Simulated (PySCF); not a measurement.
**CuC: mean field, correlation and small terms against distance**

State: ⁴Σ⁻, quartet, unpaired electrons σ ↑, π ↑↑. ROHF-based CCSD(T) in PySCF 2.14 with Cu aug-cc-pVDZ-PP with ECP10, C aug-cc-pVDZ and Cu aug-cc-pVTZ-PP with ECP10, C aug-cc-pVTZ (frozen core orbitals: 5; scalar-relativistic core potentials). Correlation energies are extrapolated as n⁻³ (n = 2, 3), Hartree–Fock as (n+1)·exp(−9√n). All energies in eV from Cu (3d10 4s1) + C.

```csv
R (Å),HF/CBS,CCSD corr.,(T),total
1.5765,-0.132,-1.355,-0.2568,-1.744
1.6481,-0.645,-1.149,-0.2293,-2.023
1.7198,-0.984,-0.972,-0.2016,-2.157
1.7914,-1.192,-0.823,-0.1757,-2.191
1.8631,-1.302,-0.699,-0.1526,-2.153
1.9527,-1.337,-0.577,-0.1283,-2.042
2.0422,-1.293,-0.484,-0.1092,-1.886
```

A fit to the total gives Re = 1.7850 Å, De = 2.191 eV, ωe = 614.7 cm⁻¹, Be = 0.5249 cm⁻¹ (masses 62.9296 and 12.0000 u).

Q: At R = 1.7914 Å the CCSD correlation energy is -0.511005 hartree in the smaller basis and -0.583514 in the larger. Extrapolate it.

A: (3³·E3 − 2³·E2)/(3³ − 2³) = -0.61404 hartree; the larger basis holds 95.0 % of it.

The T1 diagnostic is 0.054, large enough to doubt a single reference. The state was picked by a PBE0 search and need not be the measured ground state. Spin–orbit coupling, excitations beyond (T) and corrections to the Born–Oppenheimer picture are left out.
